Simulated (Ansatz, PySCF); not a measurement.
Dissociation curve of KCl, singlet.

Levels: UKS-M06-2X = PySCF with unrestricted M06-2X/def2-SVP; RCCSD(T) = CCSD(T) on RHF/def2-SVP, 10 core orbitals frozen run with PySCF; UKS-BHandHLYP = unrestricted BHandHLYP/def2-SVP run with PySCF 2.14.0; RKS-PBE = Ansatz (a program for electronic structure) with restricted PBE/def2-SVP; UHF/def2-SVP (PySCF).

Energies are in kcal/mol, each relative to the lowest point of its own curve near equilibrium.

| R / Å | UKS-M06-2X | RCCSD(T) | UKS-BHandHLYP | RKS-PBE | UHF |
|---|---|---|---|---|---|
| 2.13 | 41.8 | 45.8 | 42.4 | 39.8 | 49.5 |
| 2.31 | 13.8 | 16.1 | 14.2 | 13.3 | 18.0 |
| 2.39 | 7.3 | 8.9 | 7.5 | 7.0 | 10.2 |
| 2.51 | 1.8 | ? | 2.0 | 1.8 | 3.3 |
| 2.57 | 0.5 | 1.1 | 0.6 | 0.6 | ? |
| 2.68 | 0.0 | 0.0 | 0.0 | 0.0 | 0.0 |
| 2.79 | 1.1 | ? | 1.0 | 0.9 | 0.3 |
| 2.85 | ? | 1.4 | 1.9 | 1.8 | 1.0 |
| 2.98 | 5.2 | ? | 4.8 | 4.5 | ? |
| 3.12 | 9.3 | 7.6 | 8.7 | 8.1 | 6.8 |
| 3.29 | 14.7 | 12.6 | 13.8 | 13.0 | 11.6 |
| 3.65 | 26.3 | 23.8 | 25.2 | 23.6 | 22.4 |
| 4.03 | 37.7 | 35.3 | 36.4 | 33.8 | 33.4 |
| 4.47 | 49.3 | 47.5 | 47.9 | 43.7 | 44.9 |
| 4.83 | 57.4 | 56.2 | 56.0 | 50.1 | 53.2 |
| 5.33 | 66.6 | 66.2 | 64.4 | 56.8 | 62.8 |
| 5.87 | 74.0 | 74.4 | 70.1 | 61.9 | 70.2 |
| 6.56 | 80.7 | 81.4 | 74.6 | 66.2 | 70.7 |
| 7.32 | 84.0 | 90.4 | 77.7 | 69.2 | 70.8 |
| 8.13 | 86.4 | 94.7 | 79.7 | 71.2 | 70.8 |

### Question
Complete the blanks.

### Answer

- 2.51, RCCSD(T): 2.7
- 2.57, UHF: 1.5
- 2.79, RCCSD(T): 0.6
- 2.85, UKS-M06-2X: 2.2
- 2.98, RCCSD(T): 4.0
- 2.98, UHF: 3.4

The unrestricted determinant behind UKS-M06-2X is spin-contaminated at 6.56 to 8.13 Å (<S²> up to 0.5, against 0.00 for a pure singlet). At the longest distance UKS-M06-2X, UKS-BHandHLYP leaves fractional charges on the fragments, a sign of delocalisation error or of the restricted form. The T1 diagnostic of CCSD on the restricted reference of RCCSD(T) exceeds 0.045 at 6.56 to 7.32 Å. The unrestricted determinant behind UKS-BHandHLYP is spin-contaminated at 5.33 to 8.13 Å (<S²> up to 0.6, against 0.00 for a pure singlet). The restricted form behind RKS-PBE keeps the bonding electrons paired and can't separate into open-shell fragments. The unrestricted determinant behind UHF is spin-contaminated at 5.87 to 8.13 Å (<S²> up to 1.0, against 0.00 for a pure singlet).
